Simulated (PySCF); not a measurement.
## Exercise with solution: dipole moment from atomic charges

CH2AlF3O2, SMILES F[C](F)(F)[Al]([OH])[OH]. Atoms are numbered in the order given.

```xyz
9

Al     0.3665     0.7826     0.5332
C     -0.3400    -0.7727    -0.5121
F     -1.6881    -0.8849    -0.3814
F      0.1806    -1.9625    -0.1370
F     -0.0933    -0.6470    -1.8407
O      1.3898     0.4236     1.8270
H      1.8384     0.9791     2.4677
O     -0.1596     2.2943    -0.0017
H      0.0025     3.1894     0.3018
```
Charge 0, spin multiplicity 1.

The structure is a stationary point at B3LYP-D3(BJ)/def2-SVP. The structure was generated by enumeration; whether it is a known compound was not checked. The values are those of a single conformer.

Charges (e) from PBE/def2-TZVP (PySCF):

| atom | Mulliken | ESP fit |
|---|---|---|
| Al1 | 0.531 | 0.887 |
| C2 | 0.249 | 0.418 |
| F3 | -0.143 | -0.197 |
| F4 | -0.134 | -0.197 |
| F5 | -0.140 | -0.196 |
| O6 | -0.487 | -0.788 |
| H7 | 0.309 | 0.432 |
| O8 | -0.493 | -0.793 |
| H9 | 0.309 | 0.434 |

The dipole moment of the full density is 4.38 D.

### Question
What dipole moment does each set of point charges give, and which comes closer to that of the density?

### Answer

μ = Σ q r, and 1 e Å = 4.8032 D.
Mulliken: Σ q r = (0.311, 0.654, 0.453) e Å, |μ| = 4.10 D.
ESP fit: Σ q r = (0.325, 0.713, 0.480) e Å, |μ| = 4.41 D.
ESP fit comes closer in size. Point charges leave out the atoms' own dipoles (lone pairs, polarised bonds); fits to the potential absorb them, partitions of the density don't.
